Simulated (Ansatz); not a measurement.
# Nudged elastic band run: CH7AsOSn

Input file:

```yaml
crystal:
  periodic: [false, false, false]
  atoms:
    - { symbol: As, position_ang: [-0.886533, 2.435583, 0.190675] }
    - { symbol: C, position_ang: [0.225885, 0.750749, 0.170086] }
    - { symbol: O, position_ang: [-0.681399, -0.31744, 0.09763] }
    - { symbol: Sn, position_ang: [0.007753, -2.225481, 0.11889] }
    - { symbol: H, position_ang: [0.325868, 3.370936, -0.028419] }
    - { symbol: H, position_ang: [-1.170446, 2.396766, -1.324253] }
    - { symbol: H, position_ang: [0.942433, 0.790105, -0.684945] }
    - { symbol: H, position_ang: [0.828298, 0.767649, 1.113027] }
    - { symbol: H, position_ang: [1.033131, -2.42877, -1.262396] }
    - { symbol: H, position_ang: [0.88367, -2.452589, 1.596051] }
    - { symbol: H, position_ang: [-1.443359, -3.144408, 0.034254] }
basis:
  gaussian: { orbitals: def2-SVP }
hamiltonian:
  xc: pbe
neb:
  order_check: false
  images: 7
  f_tol: 0.05
  max_iterations: 60
  initial_path: idpp
  final_atoms:
    - { symbol: As, position_ang: [-0.12616322, 2.69918419, -0.21112248] }
    - { symbol: C, position_ang: [0.56021843, 0.81624085, -0.03417839] }
    - { symbol: O, position_ang: [-0.48240318, -0.11405336, -0.02236574] }
    - { symbol: Sn, position_ang: [-0.06839417, -2.09679849, 0.16088154] }
    - { symbol: H, position_ang: [-1.22214579, 2.49283627, 0.85055295] }
    - { symbol: H, position_ang: [-1.09714431, 2.33398303, -1.34911353] }
    - { symbol: H, position_ang: [1.27361794, 0.68623187, -0.8870003] }
    - { symbol: H, position_ang: [1.17576927, 0.81888532, 0.90090217] }
    - { symbol: H, position_ang: [0.90898502, -2.56321103, -1.19179174] }
    - { symbol: H, position_ang: [0.7787215, -2.32528547, 1.65520013] }
    - { symbol: H, position_ang: [-1.6357605, -2.80491319, 0.14863539] }
```

Command:

```bash
$ ansatz run input.yaml --threads 2 --pin off --max-ram 3072MiB --backend cpu --events-out ev --progress --plain --runs-dir out
```

Output, in part (warnings, iteration lines, the closing report on the highest movable image, with atoms numbered from 0):

```
NEB end point (image 0): max|allowed force component| = 7.602e-3 eV/Å (the criterion of neb.relax_end_points is 1.000e-2)
NEB end point (image 8): max|allowed force component| = 1.244e-2 eV/Å (the criterion of neb.relax_end_points is 1.000e-2)
NEB iter   1: max|band force component| = 1.390e0 eV/Å  barrier→ = 1.9266 eV  barrier← = 1.9775 eV  Δτ_max = 0.1984 Å  (244 SCF iters)
NEB iter   2: max|band force component| = 1.036e0 eV/Å  barrier→ = 1.7017 eV  barrier← = 1.7526 eV  Δτ_max = 0.1210 Å  (208 SCF iters)
NEB iter   3: max|band force component| = 6.133e-1 eV/Å  barrier→ = 1.6706 eV  barrier← = 1.7214 eV  Δτ_max = 0.1960 Å  (200 SCF iters)
NEB iter   4: max|band force component| = 3.417e-1 eV/Å  barrier→ = 1.6800 eV  barrier← = 1.7308 eV  CI = image 4  Δτ_max = 0.0741 Å  (202 SCF iters)
NEB iter   5: max|band force component| = 1.922e-1 eV/Å  barrier→ = 1.6691 eV  barrier← = 1.7199 eV  CI = image 4  Δτ_max = 0.1076 Å  (200 SCF iters)
NEB iter   6: max|band force component| = 1.285e-1 eV/Å  barrier→ = 1.6658 eV  barrier← = 1.7166 eV  CI = image 4  Δτ_max = 0.0827 Å  (198 SCF iters)
NEB iter   7: max|band force component| = 1.266e-1 eV/Å  barrier→ = 1.6622 eV  barrier← = 1.7130 eV  CI = image 4  Δτ_max = 0.0652 Å  (201 SCF iters)
NEB iter   8: max|band force component| = 8.733e-2 eV/Å  barrier→ = 1.6612 eV  barrier← = 1.7120 eV  CI = image 4  Δτ_max = 0.0518 Å  (204 SCF iters)
NEB iter   9: max|band force component| = 7.625e-2 eV/Å  barrier→ = 1.6601 eV  barrier← = 1.7110 eV  CI = image 4  Δτ_max = 0.0566 Å  (205 SCF iters)
NEB iter  10: max|band force component| = 5.651e-2 eV/Å  barrier→ = 1.6596 eV  barrier← = 1.7104 eV  CI = image 4  Δτ_max = 0.0484 Å  (204 SCF iters)
NEB iter  11: max|band force component| = 5.163e-2 eV/Å  barrier→ = 1.6594 eV  barrier← = 1.7102 eV  CI = image 4  Δτ_max = 0.0291 Å  (204 SCF iters)
NEB iter  12: max|band force component| = 4.834e-2 eV/Å  barrier→ = 1.6587 eV  barrier← = 1.7096 eV  CI = image 4  Δτ_max = 0.0000 Å  (407 SCF iters)
Total energy: -69844.86390363 eV, -2566.7514059092 hartree
Atom 0 at    -0.332437     2.441809    -0.376245 Å, force    -0.005019     0.014637     0.005059 eV/Å
Atom 1 at     0.377263     0.650232    -0.039659 Å, force    -0.010371    -0.026708    -0.013184 eV/Å
Atom 2 at    -0.623927    -0.284585     0.223152 Å, force     0.022254     0.026539    -0.011086 eV/Å
Atom 3 at    -0.135013    -2.261918     0.331284 Å, force    -0.010655    -0.002957     0.004294 eV/Å
Atom 4 at    -0.494168     3.450537     0.714241 Å, force     0.002719    -0.014659    -0.011264 eV/Å
Atom 5 at    -0.681292     2.906789    -1.752632 Å, force     0.000336     0.001719     0.009395 eV/Å
Atom 6 at     0.984277     0.432545    -0.953081 Å, force    -0.005209     0.000237     0.013898 eV/Å
Atom 7 at     1.090766     0.806084     0.805743 Å, force    -0.002003     0.005609     0.003738 eV/Å
Atom 8 at     0.695444    -2.677020    -1.132066 Å, force     0.002529    -0.002965     0.008763 eV/Å
Atom 9 at     0.862749    -2.516880     1.724784 Å, force     0.008519     0.001835    -0.007884 eV/Å
Atom 10 at    -1.678360    -3.004492     0.475080 Å, force    -0.003100    -0.003287    -0.001728 eV/Å
Dipole moment:     0.249691    -0.343231     0.006390 e Å
```

The forces met the threshold. Neighbouring images differ by up to 1.4 eV, so the band resolves the path poorly. A vibrational analysis at the climbing image gives one clearly imaginary mode, 883i cm⁻¹: a first-order saddle point.

Final band (atoms are numbered from 1 in the order of the input):

```tsv
image	path coordinate (Å)	energy (eV)	height of As1 over the plane of its neighbours (Å)
0	0.00	0.00	0.91
1	0.63	0.01	0.90
2	1.27	0.04	0.89
3	1.90	0.27	0.70
4	2.54	1.66	0.02
5	3.01	0.64	-0.50
6	3.48	0.11	-0.79
7	3.95	-0.02	-0.88
8	4.43	-0.05	-0.91
```

Run time: 2.5 min on 2 threads of Intel(R) Xeon(R) Platinum 8488C (Sapphire Rapids), with other jobs on the host, peak memory 0.18 GiB.
